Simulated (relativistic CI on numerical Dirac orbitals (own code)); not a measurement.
## Cs IV: what numerical and physical settings do to a radial Dirac CI calculation

Reference input:

```
atom Cs  Z=55  charge=3  electrons=52
nucleus A=133  rms_radius_fm=4.8041
hamiltonian dirac-coulomb  breit=on  qed=on  c_scale=1
orbitals kli  potential=per-configuration
slater_scale 1
correlation none
mixing on
grid step=0.0125 r_max=50.3
scf mixing=0.4 start=green max_iterations=150 tolerance=2e-08 node_fill=0.05
configurations
  [Kr] 4d10 5s2 5p4
  [Kr] 4d10 5s 5p5
end
```

Computed lowest total energy -7774.38320 Ha, first excitation 10741.5 cm⁻¹, 22 SCF steps. Runs with settings changed; * marks those that are bad on purpose (the QED terms keep the true α when c is scaled):

```
                                                 Changed        Outcome  Lowest level   ΔE (Ha)  First excitation (cm⁻¹)  SCF steps                                                                                      Message
                            start potential thomas-fermi      converged    5s²5p⁴ ³P2  1.36e-10                  10741.5         22                                                                                             
                                        Slater scale 1.2      converged    5s²5p⁴ ³P2  -0.00489                  11566.9         22                                                                                             
grid step 0.03, nuclear radius 5.2845 fm, SCF mixing 0.1      converged    5s²5p⁴ ³P2    0.0556                  10741.4         26                                                                                             
                       QED terms off, iteration limit 30      converged    5s²5p⁴ ³P2      -4.1                  10732.1         22                                                                                             
                              nuclear radius 480.41 fm *      converged    5s²5p⁴ ³P2       583                   9912.0         22                                                                                             
                                  speed of light × 0.2 *  not converged                                                           1  SCF of 1s2 2s2 2p6 3s2 3p6 3d10 4s2 4p6 4d10 5s2 5p4 stopped: an orbital could not be found
```

With so few configurations and no correlation, terms lie too far apart (by 10 to 50 % near neutrality), their order can be wrong, and levels of other configurations are missing.
